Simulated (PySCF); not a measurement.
A calculated (UHF, PySCF 2.14, aug-cc-pVTZ-DK, the spin-free X2C one-electron Hamiltonian (Gaussian nucleus)) atom or ion has these occupied shells.

```csv
shell,electrons,orbital energy (eV),"rms radius, mean of both spins (bohr)"
1s β,1,-23341.0,0.0374
1s α,1,-23341.0,0.0374
2s α,1,-3467.6,0.154
2s β,1,-3467.1,0.154
2p α,3,-3102.6,0.137
2p β,3,-3102.1,0.137
3s α,1,-656.44,0.415
3s β,1,-656.16,0.415
3p α,3,-533.06,0.419
3p β,3,-532.71,0.419
3d α,5,-335.67,0.403
3d β,5,-334.90,0.403
4s α,1,-104.62,1.05
4s β,1,-101.35,1.05
4p α,3,-67.865,1.17
4p β,3,-63.663,1.17
4d α,5,-14.391,1.69
4d β,3,-12.756,1.69
5p α,1,-3.338,5.78
```

Problem. Name the element and its charge.

Solution. Rh (rhodium, neutral), in [Kr] 4d8 5p1, one real determinant (an excited configuration).
